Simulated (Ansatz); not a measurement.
Consider the ligand exchange at the Si–C bond: `O[Si@H](F)C[Si@H](O)F` + `O[SiH](O)S` → `O[SiH](O)S[SiH](O)F` + `C[SiH](O)F`.

Isolated molecules relaxed with PBE0-D4/def2-TZVP in Ansatz; ΔE leaves out vibrations. CCSD(T)/CBS adds triple-zeta CCSD(T) − MP2 to the extrapolated MP2 energy (def2 sets, frozen cores). Functionals use def2-TZVPP. B3LYP here is the variant with VWN-RPA as its local correlation; programs differ in this. Each species was taken in one conformer, which may not be the lowest.

Is it downhill or uphill in electronic energy at CCSD(T)/CBS, and by how much? (Estimate.)

The calculation gave: Downhill: ΔE = -0.55 eV.

What do these levels give: r2SCAN-D4, PBE0-D4, ωB97M-V, B2PLYP, PBE, PBE0, B3LYP, SCS-MP2/def2-TZVPP, CCSD/def2-TZVPP, CCSD(T)/def2-TZVPP, MP2/def2-QZVPP, CCSD/CBS(def2)? (Estimate.)

The calculation gave: r2SCAN-D4 -0.60, PBE0-D4 -0.58, ωB97M-V -0.54, B2PLYP -0.55, PBE -0.58, PBE0 -0.57, B3LYP -0.54, SCS-MP2/def2-TZVPP -0.54, CCSD/def2-TZVPP -0.50, CCSD(T)/def2-TZVPP -0.52, MP2/def2-QZVPP -0.59, CCSD/CBS(def2) -0.53 eV.

Largest T1 diagnostic among the species: 0.012.
